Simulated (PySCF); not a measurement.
Geometries of 2 isomers of C4H7BO, from PBE0-D3(BJ)/def2-SVP geometry optimisation, gas phase (PySCF). One conformer each, no zero-point energy, no frequencies.

Question: Which is lower in electronic energy at this level?
A.
```xyz
13
angstrom
C      3.372    1.254   -0.070
C      2.439    0.481   -0.217
B      1.285   -0.489   -0.401
C     -0.183    0.005   -0.199
O     -1.137   -0.986   -0.433
C     -2.444   -0.556   -0.232
H      4.195    1.933    0.058
H      1.517   -1.638   -0.694
H     -0.346    0.901   -0.844
H     -0.256    0.414    0.838
H     -3.117   -1.401   -0.436
H     -2.616   -0.216    0.810
H     -2.718    0.281   -0.907
```
B.
```xyz
13
angstrom
B      2.426   -0.347    0.678
C      1.028   -0.562    0.042
O      0.258    0.595   -0.109
C     -0.986    0.368   -0.689
C     -2.172    0.074    0.163
C     -2.093    1.276   -0.337
H      2.816    0.742    1.022
H      3.131   -1.319    0.831
H      1.186   -1.088   -0.931
H      0.506   -1.332    0.661
H     -0.896   -0.065   -1.702
H     -2.695   -0.641    0.795
H     -2.497    2.281   -0.434
```

Answer: A. That is `C#CBCOC`, 24.8 kcal/mol below the other.

| SMILES | atoms numbered as above | E (Eh) | relative (kcal/mol) | relative (kJ/mol) | dipole (D) |
| --- | --- | --- | --- | --- | --- |
| C#CBCOC | [CH:1]#[C:2][BH:3][CH2:4][O:5][CH3:6] | -256.12167 | 0.0 | 0.0 | 1.92 |
| BCOC1C=C1 | [BH2:1][CH2:2][O:3][CH:4]1[CH:5]=[CH:6]1 | -256.08221 | 24.8 | 103.6 | 1.72 |

As drawn, the lower has a C≡C bond, which the higher lacks; the higher has a three-membered ring and a C=C bond outside aromatic rings, which the lower lacks.
